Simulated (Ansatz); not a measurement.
Total energies of Li8I8 (started as a model of: 2x2x4 LiI rock-salt block) from Ansatz at PBE-D4/def2-SVP, gas phase (1 Eh = 27.2114 eV = 2625.5 kJ/mol). The reference geometry is relaxed at PBE-D4/def2-SVP.

Cartesian coordinates in Å:
```
Li 1.220 3.997 -0.486
I -0.789 2.280 -1.134
Li -1.907 -0.298 -1.013
I -3.823 -2.223 -1.548
I 1.319 3.918 2.205
Li 0.023 1.574 1.509
I -1.875 -0.478 1.835
Li -2.998 -2.794 0.953
I 3.439 2.824 -1.464
Li 1.617 0.751 -1.252
I 0.380 -1.639 -2.068
Li -1.492 -3.569 -1.653
Li 3.271 2.365 1.185
I 2.282 -0.163 1.368
Li 0.266 -2.026 0.757
I -0.935 -4.520 0.806
```

```tsv
state	geometry	energy (Eh)
charge 0 singlet	reference	-2442.44334
charge 1 doublet	reference	-2442.15002
charge 1 doublet	relaxed at PBE-D4/def2-SVP	-2442.15836
charge -1 doublet	reference	-2442.46484
charge -1 doublet	relaxed at PBE-D4/def2-SVP	-2442.46516
free Li atom (doublet)	–	-7.45390
free I atom (doublet)	–	-297.65577
```

In the def2 sets I takes a core potential; there is no spin–orbit coupling.

Q: Work out the vertical ionisation energy to the doublet.

A: E(charge 1 doublet) − E(charge 0 singlet) = -2442.15002 − (-2442.44334) = 0.29332 Eh = 7.98 eV. For comparison, −ε of the highest occupied level is 6.33 eV at this level, 1.65 eV less.

Q: Work out the vertical electron affinity, to the doublet.

A: E(charge 0 singlet) − E(charge -1 doublet) = -2442.44334 − (-2442.46484) = 0.02150 Eh = 0.59 eV. The basis lacks diffuse functions, which makes affinities too small.

Q: Give the fundamental gap IE − EA, the Mulliken electronegativity (IE + EA)/2 and the hardness (IE − EA)/2.

A: From the values in Eh: IE − EA = 0.29332 − 0.02150 = 0.27182 Eh = 7.40 eV; (IE + EA)/2 = 4.28 eV; (IE − EA)/2 = 3.70 eV. The HOMO–LUMO gap of the same run is 4.71 eV, 2.69 eV smaller than the fundamental gap.

Q: How much does the charge 1 doublet relax, and what is the adiabatic ionisation energy?

A: Relaxation: -2442.15002 − (-2442.15836) = 0.00834 Eh = 0.23 eV. Adiabatic ionisation energy: 0.28498 Eh = 7.75 eV, without zero-point energy. 

Q: How much does the charge -1 doublet relax, and what is the adiabatic electron affinity?

A: Relaxation: -2442.46484 − (-2442.46516) = 0.00032 Eh = 0.01 eV. Adiabatic electron affinity: 0.02182 Eh = 0.59 eV, without zero-point energy. 

Q: What is the binding energy per atom against free atoms?

A: Atoms: 8 × (-7.45390) + 8 × (-297.65577) = -2440.87736 Eh. Binding: -2440.87736 − (-2442.44334) = 1.56598 Eh = 42.61 eV, or 2.66 eV for each of 16 atoms (no zero-point energy, no counterpoise term).

At PBE-D4/def2-SVP the gap within one spin of the charge 1 doublet nearly closes, so an electron or hole may be smeared out by delocalisation error. At PBE-D4/def2-SVP the highest occupied level of the charge -1 doublet lies above zero (up to 0.50 eV). By energy differences its removal costs 0.59 eV (vertical, to the charge 0 singlet, at PBE-D4/def2-SVP); self-interaction error and the lack of diffuse functions both raise the level. At PBE-D4/def2-SVP the highest occupied level of the relaxed charge -1 doublet lies above zero (up to 0.48 eV). By energy differences its removal costs 0.59 eV (each at its own geometry, to the charge 0 singlet, at PBE-D4/def2-SVP); self-interaction error and the lack of diffuse functions both raise the level.
